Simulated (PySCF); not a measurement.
C$_{4}$H$_{9}$BN$_{2}$: full NMR table

* Formula: C4H9BN2
* SMILES: C=CB1NCCN1
* InChI: InChI=1S/C4H9BN2/c1-2-5-6-3-4-7-5/h2,6-7H,1,3-4H2
* Point group of the computed structure: C1
* Carbon signals: 3
* Proton signals: 5

Mapped SMILES: `[CH2:1]=[CH:2][B:3]1[NH:4][CH2:5][CH2:6][NH:7]1`. Each H is labelled by its parent atom. Ha(C1) is cis to B3; Hb(C1) is trans to B3.

How the numbers were obtained: shieldings: GIAO CAM-B3LYP/pcSseg-1, PBE0-D3(BJ)/def2-SVP structure, spin–spin couplings from B3LYP/pcJ-1 (spin–dipole term only in couplings to heteroatoms), in PySCF 2.14.0 with density-fitted response routines (no solvent model, one computed conformer, non-relativistic, rapidly exchanging positions averaged).

δ = σ(ref) − σ, references computed at the same level: 1H (σref 31.33) and 13C (σref 182.45) against TMS; BF3·OEt2 for 11B (σref 99.35); 15N (σref 267.29) against NH3.

| carbon | δC, type | δH (multiplicity, J in Hz) | HMBC from (abs. J ≥ 3 Hz) | span of the C tensor (ppm) |
| --- | --- | --- | --- | --- |
| C1 | 141.3, CH2 | Ha(C1) 5.92 (m); Hb(C1) 5.92 (m) | H(C2) | 250 |
| C2 | 144.6, CH | 6.17 (m) | Hb(C1) | 266 |
| C5/C6 | 47.7, CH2 | 3.26 (s) | – | 49 |

Other nuclei:
| atoms | nucleus | environment | δ (ppm) | σ (ppm) |
| --- | --- | --- | --- | --- |
| H(N4)/H(N7) | 1H | hydrogen on a nitrogen bonded to C, B, in a 5-membered ring | 2.04 | 29.29 |
| B3 | 11B | boron bonded to C, 2 N, in a 5-membered ring | 31.7 | 67.7 |
| N4/N7 | 15N | nitrogen bonded to C, B, H, in a 5-membered ring | 80.7 | 186.6 |

Selected couplings (Hz, signed; the shortest-range and largest first, 30 at most; isotopes 13C, 1H, 11B, 15N): 1J(C1,Hb(C1)) 165.1, 1J(C1,Ha(C1)) 163.8, 1J(C2,H(C2)) 145.7, 1J(C5,H(C5)) 142.0, 1J(C2,B3) 81.5, 1J(C1,C2) 66.1, 1J(B3,N4) -30.0, 1J(N4,C5) -8.6, 2J(Ha(C1),Hb(C1)) 4.3, 2J(C2,N4) -3.8, 2J(B3,H(C2)) 2.7, 2J(B3,C5) 2.6, 2J(N4,C6) -2.2, 3J(Ha(C1),H(C2)) 21.2, 3J(Hb(C1),H(C2)) 14.8, 3J(B3,Hb(C1)) 10.9, 3J(B3,Ha(C1)) 6.7, 3J(C2,C5) 3.2, 3J(B3,H(C5)) 2.2, 3J(N4,H(C6)) -1.6, 3J(N4,H(C2)) -1.6, 3J(C1,N4) -1.5.

- δC 144.6: alkene CH; as expected for a trigonal carbon in a double bond.
- δC 141.3: terminal =CH2 carbon; as expected for a trigonal carbon in a double bond.
- δH 6.17: hydrogen on an alkene CH; attached to an sp2 carbon and in the plane of the double bond.
- δH 3.26: hydrogen on an sp3 CH2 bonded to N; its carbon carries N, hence the downfield position.
- δH 2.04: hydrogen on a nitrogen bonded to C, B, in a 5-membered ring; labile proton, position sensitive to the medium.

Exchangeable OH/NH protons stand at their gas-phase positions; hydrogen bonding in a real sample shifts them, mostly to higher δ. A carbon bonded to boron is broadened by the quadrupolar boron nucleus and is often missing from a measured spectrum. Splittings below 1 Hz are ignored in the labels, and close J values are merged. Unscaled 3J(H,H) at this level run about 10 % above measured values. Shifts are as computed, not scaled to solution data. Of 1211 compounds with measured shifts, 218 miss one by over three times the rms of a fit or turn the order of signals round; such compounds aren't used in these exercises. Couplings to exchangeable protons are dropped. Experimental scales use liquid or dissolved standards, which lie at an offset from isolated NH3 (liquid NH3: subtract about 20 ppm).
